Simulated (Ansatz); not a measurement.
Consider the cleavage of the B–B bond: `FBBF` + `[OH][InH2]` → `FB[O][InH2]` + `BF`.

Calculated with Ansatz (gas phase, PBE0-D4/def2-TZVP geometries, no zero-point term in ΔE). CCSD(T)/CBS is the MP2 limit (def2-TZVPP, def2-QZVPP) plus CCSD(T) − MP2 in def2-TZVPP, frozen cores. This one scheme is used for every species. DFT in def2-TZVPP. B3LYP here is the variant with VWN-RPA as its local correlation; programs differ in this. def2 core potentials past Kr. For In outer-core shells are correlated without core-valence functions, which leaves a few kJ/mol of doubt a bond. Each species was taken in one conformer, which may not be the lowest.

Task: Is it downhill or uphill in electronic energy at CCSD(T)/CBS, and by how much? (An estimate is asked.)

Result: The calculation gave: Downhill: ΔE = -2.23 eV.

Task: What do these levels give: revPBE-D4, B97M-V, CAM-B3LYP-D4, B3LYP, r2SCANh, LC-ωPBE? (An estimate is asked.)

Result: Computed: revPBE-D4 -2.04, B97M-V -2.21, CAM-B3LYP-D4 -2.23, B3LYP -2.15, r2SCANh -2.25, LC-ωPBE -2.13 eV.

Largest T1 diagnostic among the species: 0.017.

From PBE to PBE0 (25 % exact exchange), in def2-TZVPP and without D4, ΔE moves by −0.07 eV. At CCSD(T), def2-SVP lies −0.29 eV from the extrapolated value and def2-TZVPP −0.03 eV.
